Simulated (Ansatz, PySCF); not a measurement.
The pair A = NH3 (SMILES N) (first 4 atoms), B = CH3F (SMILES CF); geometry from B3LYP-D3(BJ)/def2-TZVP.
(charge 0, multiplicity 1):
```xyz
9

N      0.00140    -0.17523     0.29842
H      0.23762    -0.88215    -0.38847
H     -0.14930     0.69280    -0.20279
H      0.81221    -0.04631     0.89497
C      0.14806    -0.53988     3.63729
F      1.38261    -0.16626     3.09453
H     -0.15385     0.22191     4.35657
H     -0.57097    -0.61300     2.82247
H      0.27067    -1.50193     4.13562
```

Frozen-core correlation. CBS(a, b) extrapolates the correlation energy as X⁻³ and adds the Hartree–Fock energy of set b. MP2 and its Hartree–Fock in aug-cc-pVTZ are density fitted.

Run with Ansatz (a first-principles code) with Gaussian orbitals; PySCF for the dispersion terms. Each number belongs to the level named beside it.

The monomers are drawn apart, rigid, along the line of their centres of mass. Counterpoise-corrected interaction energies (kcal/mol):

```csv
level,R = 4.090 Å,R = 5.000 Å
PBE/def2-TZVPPD,-1.3135,-0.5553
PBE-D3(BJ)/def2-TZVPPD,-1.6057,-0.6589
wB97M-V/def2-TZVPPD,-1.4804,-0.6477
"MP2/CBS(aug-cc-pVDZ, aug-cc-pVTZ) + ΔCCSD(T)/aug-cc-pVDZ",-1.5158,-0.6452
```

R is the distance of the centres of mass. Find the local exponent m of E ∝ R⁻ᵐ between the two points.


m = ln(E₁/E₂)/ln(R₂/R₁): PBE/def2-TZVPPD 4.3; PBE-D3(BJ)/def2-TZVPPD 4.4; wB97M-V/def2-TZVPPD 4.1; MP2/CBS(aug-cc-pVDZ, aug-cc-pVTZ) + ΔCCSD(T)/aug-cc-pVDZ 4.3. For scale, two fixed dipoles give m = 3, dipole and quadrupole 4, quadrupoles 5, and dispersion or dipole-induced dipole 6 at long range; at these distances several terms mix, and what is left of overlap and damping shifts m, so it need not match one of them.
